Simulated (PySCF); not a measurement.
Deuteron quadrupole couplings in `C=CC/P=P/CC#N`

Species: C5H7NP2.
SMILES with atom numbers: `[CH2:1]=[CH:2][CH2:3]/[P:4]=[P:5]/[CH2:6][C:7]#[N:8]` (hydrogens: H9, H10 on C1; H11 on C2; H12, H13 on C3; H14, H15 on C6)

Structure used (GFN2-xTB), in Å, numbered top down from 1:
```
atom  x, y, z in Å
C1    -2.5632   -0.8223    0.5092
C2    -2.0467    0.3111    0.0661
C3    -1.3593    0.4568   -1.2424
P4     0.5027    0.6395   -1.1132
P5     0.7808    0.1448    0.8374
C6     2.6722    0.2994    0.8814
C7     3.2584   -0.5872   -0.0758
N8     3.6934   -1.3135   -0.8456
H9    -2.5307   -1.7259   -0.0772
H10   -3.0434   -0.8909    1.4695
H11   -2.0923    1.2084    0.6709
H12   -1.7152    1.3436   -1.7758
H13   -1.5426   -0.4122   -1.8817
H14    3.0105    0.0278    1.8852
H15    2.9708    1.3286    0.6700
```

Level: PBE0/pcSseg-1 (PySCF, non-relativistic); Q(2H) = 0.00286 b; rigid geometry, the same for H and D, with no vibrational averaging.

Question: Rank these positions by the coupling χzz of a deuteron there, largest first.
A. H11 (vinylic hydrogen)
B. H10 (vinylic hydrogen)
C. H12 (methylene hydrogen)

Answer: B (228 kHz), A (216 kHz), C (202 kHz).

Q: Tabulate Vzz, the asymmetry η and χzz = 234.96 MHz × Q × Vzz for every hydrogen position.

A: 
```
atom  bonded to  bond length (Å)  Vzz (au)     η  χzz (kHz)
  H9         C1            1.078    0.3348  0.06        225
 H10         C1            1.076    0.3392  0.05        228
 H11         C2            1.083    0.3216  0.06        216
 H12         C3            1.094    0.3009  0.02        202
 H13         C3            1.094    0.3005  0.03        202
 H14         C6            1.094    0.2990  0.03        201
 H15         C6            1.092    0.3020  0.04        203
```

Q: How does χzz go with the bond length over the 7 C–H bonds?

A: A straight-line fit has a slope of -14.3 kHz for each 0.01 Å, with a correlation coefficient of -1.00, over lengths from 1.076 to 1.094 Å. The longer bonds have the smaller couplings here.

The structure is a single GFN2-xTB conformer in the gas phase; no vibrational or solvent corrections. GFN2-xTB bond lengths can be off by several hundredths of an ångström, more for odd bonds, and the gradients follow them. With a basis this small, the couplings can be 20 % off.
